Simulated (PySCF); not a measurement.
# Computed NMR parameters against published values

Mapped SMILES: `[OH:1][NH:2][c:3]1[cH:4][cH:5][cH:6][cH:7][cH:8]1`. Hydrogens are named by the atom that carries them.

Calculated, not measured (PySCF): shielding tensors at PBE0/pcSseg-1 (GIAO), geometry: GFN2-xTB. A single conformation, rapidly exchanging positions averaged, non-relativistic Hamiltonian, no solvent.

Reference values: estimated from measurements, as parent shift plus tabulated substituent increment (solution, not stated per compound (mostly CDCl3 or CCl4); Pretsch, Buehlmann, Badertscher, Structure Determination of Organic Compounds, 4th ed. (2009)).
| atoms | quantity | reference | computed | computed, scaled |
| --- | --- | --- | --- | --- |
| C5/C7 | δ $^{13}$C | 126.3 | 134.7 | 129.5 |
| C6 | δ $^{13}$C | 123.2 | 124.4 | 119.5 |
| C4/C8 | δ $^{13}$C | 115.4 | 114.3 | 109.6 |

Computed shifts are σ(ref) − σ with the named reference compound (TMS for H and C) calculated as an isolated molecule at the same level. The measured values may be among those fitted. Expected solution values come from regression of measured δ (H and C: mostly CDCl3, vs TMS) on computed σ: $^{13}$C (scatter 2.1 ppm rms, 2.3 ppm with the 2 outliers that the fit left out). A few per cent of atoms miss by over 2 rms, more outside the fitted compound classes.

How far are the unscaled $^{13}$C shifts from the references?

## Answers

Mean signed difference +2.83 ppm, mean absolute 3.57 ppm over 3 comparisons; the largest is +8.4 ppm at C5/C7 (aromatic CH).
